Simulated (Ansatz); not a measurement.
`C#[C][Ge]([F])([F])[F]` + HCl → `C#[C][Ge]([F])([F])[Cl]` + H–F  (ligand exchange at a Ge–F bond)

Isolated molecules relaxed with PBE0-D4/def2-TZVP in Ansatz; ΔE leaves out vibrations. CCSD(T)/CBS adds triple-zeta CCSD(T) − MP2 to the extrapolated MP2 energy (def2 sets, frozen cores). This one scheme is used for every species. For Ge outer-core shells are correlated without core-valence functions, which leaves a few kJ/mol of doubt a bond. Scalar relativity is left out up to krypton.

`C#[C][Ge]([F])([F])[F]`:

Cartesian coordinates in Å:
```
C 1.314 1.396 0.709
C 0.541 0.575 0.292
Ge -0.654 -0.695 -0.353
F 0.008 -1.612 -1.626
F -2.082 0.014 -0.952
F -1.127 -1.802 0.852
H 2.000 2.124 1.079
```

HCl:

Cartesian coordinates in Å:
```
Cl -0.544 -0.088 0.324
H 0.544 0.088 -0.324
```

`C#[C][Ge]([F])([F])[Cl]`:

Cartesian coordinates in Å:
```
C -0.258 2.026 -0.295
C -0.083 0.847 -0.140
Ge 0.167 -0.984 0.115
F 1.694 -1.283 0.822
F 0.193 -1.796 -1.389
Cl -1.304 -1.883 1.321
H -0.409 3.073 -0.434
```

H–F:

Cartesian coordinates in Å:
```
F -0.451 0.084 0.035
H 0.451 -0.084 -0.035
```

```json
{"species": "`C#[C][Ge]([F])([F])[F]`", "CCSD(T)/CBS(def2) energy (Eh)": "-2452.25077"}
{"species": "HCl", "CCSD(T)/CBS(def2) energy (Eh)": "-460.38127"}
{"species": "`C#[C][Ge]([F])([F])[Cl]`", "CCSD(T)/CBS(def2) energy (Eh)": "-2812.23968"}
{"species": "H–F", "CCSD(T)/CBS(def2) energy (Eh)": "-100.39570"}
```

(1) Work out ΔE.

Largest T1 diagnostic among the species: 0.013.

## Answers

(1) ΔE = (-2812.23968) + (-100.39570) − (-2452.25077) − (-460.38127) = -0.00334 Eh = -8.8 kJ/mol.

The D4 term adds −5.6 kJ/mol with B3LYP and −3.1 kJ/mol with PBE0; it sums over pairs of atoms, weighted by their polarisabilities, and B3LYP, whose exchange is more repulsive, gets the larger term. At CCSD(T), def2-SVP lies +14.8 kJ/mol from the extrapolated value and def2-TZVPP +5.2 kJ/mol. In def2-TZVPP, CCSD(T) changes the Hartree–Fock value by −7.9 kJ/mol (the triples alone add −1.8 kJ/mol) and MP2 by −13.2 kJ/mol.

B3LYP here is the variant with VWN-RPA as its local correlation; programs differ in this.
